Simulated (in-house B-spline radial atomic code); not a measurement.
Results of a calculation; reference values are marked as such.
## C in an electron gas of r_s = 2: phase shifts, screening, friction and resistivity

A nucleus sits in a uniform electron gas with a rigid positive background. The Kohn-Sham equations are solved self-consistently in the spin-unpolarised LDA (PW92), non-relativistic, on B-splines with outgoing waves at the boundary and partial waves to l = 8. The model has no lattice, no bands and no magnetic solution. Atomic units; δ_l are the phase shifts at the Fermi level, counted so that each bound state adds π, and good to about 0.0005.

The density parameter is r_s = 2 bohr, near that of the valence electrons of Si (4 per atom, density 2.33 g/cm³, mass 28.09 u, which gives r_s = 2.01).

```tsv
l	δ_l (rad)
0	4.1995
1	1.5662
2	0.0749
3	0.0165
4	0.0035
5	0.0008
6	0.0003
7	0.0002
8	0.0002
```

Bound levels below the band bottom (hartree): s -9.202, s -0.06187.

Question: Check the Friedel sum rule, and say where the screening charge sits.

Answer: k_F = (9π/4)^(1/3)/r_s = 0.95958. The rule is Z = (2/π) Σ (2l + 1) δ_l. The terms are s 2.673, p 2.991, d 0.238, f 0.074 and 0.032 beyond, in all 6.009 against Z = 6. Bound states hold 4 s, 0 p, 0 d electrons, so the scattering states carry 2.01 in all; where a term is smaller than its bound count, the bound level has drawn weight out of the band.

Question: Find the transport cross section and the electronic stopping of a 10 keV C ion (mass 12.01 u).

Answer: σ_tr = (4π/k_F²) Σ (l + 1) sin²(δ_l − δ_(l+1)). The terms for l = 0 to 3 are 0.2369, 1.9874, 0.0102, 0.0007, all together 2.2352, so σ_tr = 13.647 × 2.2352 = 30.504 bohr². With n = 3/(4π r_s³) = 0.02984, the friction coefficient is Q = n k_F σ_tr = 0.8735. For v well below v_F = 0.960, dE/dx = Q v; with 24801 eV per u at v = 1, v = √(10000/(24801 × 12.01)) = 0.1832, so dE/dx = 0.16005 hartree/bohr = 82.3 eV/nm. The largest term couples the p and d waves.

Question: What residual resistivity would 1 atomic per cent of such centres give in a metal of this density?

Answer: Δρ = k_F n_i σ_tr/n in atomic units of 21.74 μΩ·cm. With one host atom per 4 electrons, n_i/n = 0.01/4, so Δρ = 0.9596 × 0.00250 × 30.504 × 21.74 = 1.59 μΩ·cm. This is an atom added to the gas, as on an interstitial site.

Question: On a substitutional site the background of one host ion, a sphere holding 4 charges, is taken out. The phase shifts for l = 0 to 4 become 3.8456, 0.6314, -0.3008, -0.1071, -0.0283. What follows?

Answer: The Friedel sum is now 2.00, for Z − 4 = 2. The sum in σ_tr is 1.4332, so σ_tr = 19.56 bohr² and Δρ = 1.02 μΩ·cm per atomic per cent, 0.64 times the value above. A real host ion scatters too, so this model doesn't give zero even for the host's own atom.
